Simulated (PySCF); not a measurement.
**WO3, singlet: molecular constants**

All numbers come from PBE0/[W def2-TZVP with ECP60, O def2-TZVP], scalar-relativistic core potentials, density fitting, no spin–orbit coupling, PySCF.

The structure is a minimum.

```xyz
4
charge 0 multiplicity 1, angstrom
W     0.0000    0.0000   -0.1295
O     1.5976    0.0000    0.4962
O    -0.7988    1.3835    0.4962
O    -0.7988   -1.3835    0.4962
```

```
Point group                                                                   : C3v
Bond lengths                                                                  : W–O 1.716 Å (×3)
Bond angles                                                                   : O–W–O 107.5° (×3)
Zero-point energy                                                             : 23.8 kJ/mol
Heat capacity Cp at 298.15 K                                                  : 58.4 J/(mol K)
Atomisation energy without zero-point energy                                  : 1906 kJ/mol
Lowest empty level                                                            : -4.87 eV
Rotational symmetry number                                                    : 3
Rotational constants                                                          : 0.2214, 0.2214, 0.1376 cm⁻¹
Dipole moment                                                                 : 5.78 D
Principal quadrupole moments (Buckingham, traceless) about the centre of mass : -5.15, -5.15, 10.30 D Å
Enthalpy at 298.15 K above 0 K                                                : 13.27 kJ/mol
Principal polarisabilities                                                    : 27.7, 47.4, 47.4 bohr³
Highest occupied level                                                        : -8.91 eV
Entropy at 298.15 K and 1 bar                                                 : 289.5 J/(mol K)
```

Harmonic modes (masses in u: W 183.951, O 15.995):
```csv
symmetry,ω (cm⁻¹),"IR (km/mol, summed over degenerate members)",type
a1,286,24.1,bend
e,348,4.0,bend
e,970,372,stretch
a1,1053,3.6,stretch
```

In C3v the vibrations span 2a1 + 2e.

Charges (e):
| atom | Mulliken | Löwdin | polar tensor | Mayer order to W1 |
| --- | --- | --- | --- | --- |
| W1 | 1.45 | 0.92 | 2.00 | – |
| O2,3,4 | -0.48 | -0.31 | -0.67 | 2.00 |

Mulliken populations on W1 (electrons outside its core potential): s 2.36, p 6.26, d 3.76, f 0.18.

Formally W is in oxidation state +6, d0. A d0 centre has no lone pair, yet it is C3v rather than trigonal planar: covalent bonding through the d orbitals favours lower symmetry. The polar-tensor charge on W, 2.00, is far below the formal one.

Only a few start shapes were tried, so a lower isomer may exist. With an element this heavy the missing spin–orbit coupling can shift these numbers.

The final relaxation and frequency run took roughly 3 core-minutes on a shared host.
